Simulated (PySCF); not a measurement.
**Ionisation energy of O²⁺ by level of theory**

O²⁺ [He] 2s2 2p2 (3P) → O³⁺ [He] 2s2 2p1 (2P), as a difference of total energies. Calculation: PySCF 2.14, in aug-cc-pVTZ with one added diffuse shell each of s, p, d, f type (6s5p4d3f, 62 functions); no relativity, point nucleus. Correlated levels: valence: 1s2 frozen. The calculations carry no spin-orbit coupling.

Problem. Order these methods by the ionisation energy they give, lowest first.
A. PBE
B. LDA
C. UHF
D. MP2 (valence)

Solution. C (54.585 eV), D (54.967 eV), A (55.240 eV), B (55.389 eV).

A first-order spin-orbit estimate (lowest level to lowest level, LS coupling) adds -0.005 eV.

Errors of the correlated levels include the incompleteness of this basis and the frozen core.

For comparison: 54.936 eV (semi-empirical (NIST evaluation); NIST Atomic Spectra Database, ionization energies).
